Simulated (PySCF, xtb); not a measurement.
Sn(H)2(Me)(OH) (CH6OSn), SMILES [CH3][SnH2][OH]. The values are those of a single conformer.

Harmonic wavenumbers (cm⁻¹) from GFN2-xTB (xtb 6.7.1) at its own minimum, in rising order: 90, 141, 165, 338, 449, 477, 502, 557, 677, 759, 764, 804, 1271, 1442, 1450, 1568, 1757, 3024, 3034, 3065, 3674.

Question: What does PySCF 2.14.0 with r2SCAN-D4/def2-SVP give at its own minimum? (The exact figures need the calculation; the answer reports its results.)

Answer: 68, 122, 150, 355, 520, 525, 598, 619, 692, 761, 774, 842, 1198, 1429, 1431, 1880, 1936, 3049, 3167, 3175, 3844. Paired by order, the mean absolute difference is 69 cm⁻¹ and the zero-point energies are 37.2 and 38.8 kcal/mol.
